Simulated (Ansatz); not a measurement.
Ansatz (a program for electronic structure) input (CCSD(T)/aug-cc-pV(D+d)Z):
A basis named .json is the Basis Set Exchange file of that set.

Ansatz 0.2 input:
```yaml
crystal:
  periodic: [false, false, false]
  atoms:
    - {symbol: F, position_ang: [1.72715667, -0.68083241, 0.03696662]}
    - {symbol: S, position_ang: [0.19289089, 0.32406552, 0.04439435]}
    - {symbol: F, position_ang: [-1.42173473, 1.19395524, 0.03332705]}
    - {symbol: F, position_ang: [-0.64833907, -1.08923931, -0.14921696]}
basis:
  gaussian:
    orbitals: aug-cc-pV_D+d_Z.json
total_charge: -1
magnetization: {spin_polarized: false}
correlation: {method: ccsd_t, electrons: outside_noble_gas}
output: {forces: true}
```

Output:

```
Functional definition: HF
integrals: 0.13 GiB planned
938 factors; integrals over basis functions are off by at most 7.3e-4 eV
mean field: 0.34 GiB planned
mean field evaluation 1: about -18933.0351 eV, gradient 3.2e1 eV
mean field evaluation 2: about -18933.1817 eV, gradient 3.2e1 eV
mean field evaluation 4: about -18935.4640 eV, gradient 3.6e0 eV
mean field evaluation 8: about -18935.5092 eV, gradient 1.6e-1 eV
mean field evaluation 16: about -18933.0321 eV, gradient 3.2e1 eV
mean field -18935.50933800 eV, -695.8671332223 hartree, gradient 1.6e-6 eV, S^2 0.000000; 0 other end points of the search recorded, 0 dependent functions left out
8 core orbitals not correlated
reference -18935.50933800 eV, -695.8671332223 hartree; 14, 14 occupied and 79, 79 virtual orbitals, 938 factors
densities: 0.58 GiB planned
second order -21.89403076 eV of doubles, -0.00000000 eV of singles
coupled cluster: 0.42 GiB planned
cycle   1  -21.36348927 eV  change    5.3e-1 eV  update   1.5e-1
cycle   2  -21.98282107 eV  change   -6.2e-1 eV  update   5.0e-2
cycle   3  -22.13806852 eV  change   -1.6e-1 eV  update   2.3e-2
cycle   4  -22.13083900 eV  change    7.2e-3 eV  update   5.3e-3
cycle   5  -22.12317849 eV  change    7.7e-3 eV  update   2.6e-3
cycle   6  -22.12424509 eV  change   -1.1e-3 eV  update   8.9e-4
cycle   7  -22.12459000 eV  change   -3.4e-4 eV  update   4.2e-4
cycle   8  -22.12433241 eV  change    2.6e-4 eV  update   1.4e-4
cycle   9  -22.12433247 eV  change   -6.1e-8 eV  update   5.0e-5
cycle  10  -22.12439004 eV  change   -5.8e-5 eV  update   1.9e-5
cycle  11  -22.12436517 eV  change    2.5e-5 eV  update   7.3e-6
cycle  12  -22.12436477 eV  change    4.0e-7 eV  update   3.3e-6
perturbative correction -0.71470987 eV, -0.0262651033 hartree
the calculation of the forces begins
Total energy: -18958.34841264 eV, -696.7064537346 hartree
Atom 0 at     1.727157    -0.680832     0.036967 Å, force     0.148636    -0.141681    -0.005181 eV/Å
Atom 1 at     0.192891     0.324066     0.044394 Å, force     0.387179     0.650477     0.089110 eV/Å
Atom 2 at    -1.421735     1.193955     0.033327 Å, force    -0.195384     0.063142    -0.005578 eV/Å
Atom 3 at    -0.648339    -1.089239    -0.149217 Å, force    -0.340430    -0.571939    -0.078351 eV/Å
Dipole moment:    -0.007016    -0.011787    -0.001615 e Å
```
